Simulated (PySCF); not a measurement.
Sn(F)(Br)2(Et), C2H5Br2FSn, SMILES C[CH2][Sn]([F])([Br])[Br] (PBE0/def2-SVP optimised geometry):

```
11

C      1.334    -1.530    -0.045
C      0.763    -0.123     0.000
Sn    -1.383    -0.123     0.000
F     -2.007    -0.980     1.620
Br    -2.435     2.119     0.000
Br    -2.340    -1.475    -1.845
H      1.045    -2.119     0.838
H      1.001    -2.080    -0.939
H      2.435    -1.492    -0.072
H      1.059     0.487    -0.867
H      1.048     0.426     0.911
```

Level of theory: PySCF with PBE0/def2-TZVP, def2 effective core potentials past Kr.

Q: What are the frontier orbital energies and the dipole moment?

A: HOMO-2 -8.75 eV, HOMO-1 -8.62 eV, HOMO -8.55 eV, LUMO -2.30 eV, LUMO+1 -0.28 eV; dipole moment 3.98 D.

On the same geometry PBE/def2-TZVP, def2 effective core potentials past Kr run with PySCF 2.14.0 gives HOMO-2 -7.41 eV, HOMO-1 -7.33 eV, HOMO -7.30 eV, LUMO -3.15 eV, LUMO+1 -1.07 eV; dipole moment 3.89 D.
